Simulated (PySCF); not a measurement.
## Boron: a sound run and one with changed settings

Sound run: B²⁺ [He] 2s1, B³⁺ 1s2. All numbers are calculated (PySCF 2.14, no relativity, point nucleus, in cc-pVTZ). The sound run starts from symmetry-adapted Hartree-Fock orbitals and uses a fine grid where one is needed.

Changed run: radial step 0.8 in ln r (0.13 in the sound run). This setting is unsound on purpose.

| species | method | sound run (hartree) | changed run (hartree) | converged |
| --- | --- | --- | --- | --- |
| B²⁺ | UHF | -23.37533 | -23.37533 | yes |
| B²⁺ | B3LYP | -23.43391 | -23.43806 | yes |
| B²⁺ | M06-2X | -23.43593 | -23.40969 | yes |
| B³⁺ | UHF | -21.98565 | -21.98565 | yes |
| B³⁺ | B3LYP | -22.01996 | -22.01936 | yes |
| B³⁺ | M06-2X | -22.03274 | -21.99612 | yes |

Ionisation energy of B²⁺:

```csv
method,sound run (eV),changed run (eV)
UHF,37.815,37.815
B3LYP,38.475,38.605
M06-2X,38.183,38.465
```

A coarse radial grid mis-integrates the density and the exchange-correlation energy, with errors of either sign; Hartree-Fock needs no grid.

For comparison, NIST gives 37.931 eV between the lowest levels.
